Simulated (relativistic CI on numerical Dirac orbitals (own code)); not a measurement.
Sensitivity of the levels of La X to α and to the nuclear radius

Calculated at this level of theory: Dirac-Coulomb-Breit CI, orbitals from a KLI potential per configuration, derivatives by finite differences, unscaled Slater integrals, QED left out (own radial code, finite nucleus).

Configuration list (outside the closed core [Kr] 4d10): 5s², 5s5p, 5p², 4f², 5s4f, 5s5d, 4f5p, 5d². Levels of other configurations are missing.

With x = (α/α₀)² − 1 an excitation energy changes as ω = ω₀ + qx; K = 2q/ω₀ is the relative enhancement. Terms are leading LS components, so labels can repeat. The field-shift factor is F = δν/δ⟨r²⟩ for the transition from the lowest level.

Lowest level 5s² ¹S0.

| Level | ω₀ (cm⁻¹) | q (cm⁻¹) | K | F (GHz/fm²) |
| --- | --- | --- | --- | --- |
| 5s5p ³P°0 | 122677 | 9446 | 0.154 | -49.8 |
| 5s5p ³P°1 | 130223 | 15660 | 0.241 | -50.2 |
| 5s5p ³P°2 | 152961 | 43410 | 0.568 | -51.6 |
| 5s5p ¹P°1 | 206338 | 37350 | 0.362 | -50.1 |
| 5s4f ³F°2 | 208248 | 63670 | 0.612 | -54.3 |
| 5s4f ³F°3 | 208915 | 64170 | 0.614 | -54.3 |
| 5s4f ³F°4 | 210004 | 65140 | 0.62 | -54.2 |
| 5s4f ¹F°3 | 218631 | 65960 | 0.603 | -55.4 |
| 5p² ³P0 | 294185 | 27130 | 0.184 | -102 |
| 5p² ¹D2 | 313853 | 54940 | 0.35 | -99.5 |
| 5p² ³P1 | 314097 | 55140 | 0.351 | -104 |
| 5p² ³P2 | 341858 | 85520 | 0.5 | -102 |
| 4f5p ³G3 | 349199 | 75990 | 0.435 | -106 |
| 4f5p ³F2 | 352414 | 77640 | 0.441 | -104 |
| 4f5p ³F3 | 352587 | 78700 | 0.446 | -105 |
| 4f5p ³F4 | 354869 | 79370 | 0.447 | -106 |
| 4f5p ³G3 | 375168 | 106800 | 0.569 | -107 |
| 5p² ¹S0 | 375330 | 83930 | 0.447 | -103 |
| 4f5p ³F4 | 377857 | 107800 | 0.571 | -107 |
| 4f5p ³D2 | 380431 | 97090 | 0.51 | -98.6 |
| 4f5p ³D3 | 381391 | 101800 | 0.534 | -101 |
| 4f5p ³G5 | 382394 | 108800 | 0.569 | -107 |
| 4f5p ³D1 | 383066 | 88100 | 0.46 | -89.6 |

At this charge transitions that keep the count of f electrons are usually good to a few per cent. Levels and lines within the n = 5 or 6 shells can be off by up to 10 % or somewhat more, and those that change n by about 2 %, since core polarisation is missing. Levels that differ in their count of f electrons can be misplaced by several ten thousand cm⁻¹, since the correlation energy of f electrons is missing or only estimated; rates across such gaps can be off by orders of magnitude.
